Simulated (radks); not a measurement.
Results of a calculation; reference values are marked as such.
Ionisation of the rhodium ion Rh2+, [Kr] 4d7, to Rh3+, [Kr] 4d6, under several functionals. Scalar-relativistic Kohn-Sham, spin-polarised, spherical densities, point nucleus; open shells are filled with parallel spins first (spin-orbit coupling, left out, can overturn this in heavy ions); a radial shooting solver on a logarithmic mesh with Libxc functionals.

| functional | E(Rh2+) (hartree) | Exc (hartree) | IE (eV) | -e(HOMO) (eV) | <r> HOMO (bohr) | IE error (eV) |
|---|---|---|---|---|---|---|
| exchange-only PBE | -4780.93259 | -135.67339 | 29.597 | 23.242 | 1.474 | -1.463 |
| Wu-Cohen GGA | -4782.51414 | -137.29741 | 30.918 | 24.483 | 1.453 | -0.142 |
| PBE | -4783.18528 | -137.97516 | 30.912 | 24.474 | 1.457 | -0.148 |
| LDA (Slater exchange, Perdew-Wang correlation) | -4778.54339 | -133.27590 | 31.317 | 24.856 | 1.459 | +0.257 |
| BLYP | -4783.74549 | -138.52431 | 30.901 | 24.451 | 1.466 | -0.159 |
| AM05 | -4778.78106 | -133.52900 | 30.966 | 24.514 | 1.453 | -0.094 |
| HCTH/407 | -4786.27806 | -141.26676 | 31.212 | 24.712 | 1.455 | +0.152 |

NIST Atomic Spectra Database: 31.060 eV (semi-empirical). Closest: AM05. The Delta-SCF values span 1.72 eV, the total energies 7.73 hartree. The highest occupied level is 4d. Open shells are spherical and high-spin; term and fine-structure splittings are not resolved.
